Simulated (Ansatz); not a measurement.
The molecule AlO, multiplicity 2 (the spin of the measured ground state). The T1 diagnostic near the minimum is 0.104, so single-reference values are doubtful.

D_e counts from the fitted minimum to each atom's lowest state at the same level, without counterpoise.

Codes used: Ansatz (an electronic-structure program) with Gaussian orbitals. Each number belongs to the level named beside it.

**Question.** One of these levels gives 6.637 eV for the bond energy D_e. Which one is it?
A. BHLYP/def2-TZVPP
B. PBE/def2-TZVPP
C. SVWN5/def2-TZVPP

**Answer.** C, SVWN5/def2-TZVPP. The others give 5.697 (PBE/def2-TZVPP), 4.459 (BHLYP/def2-TZVPP)
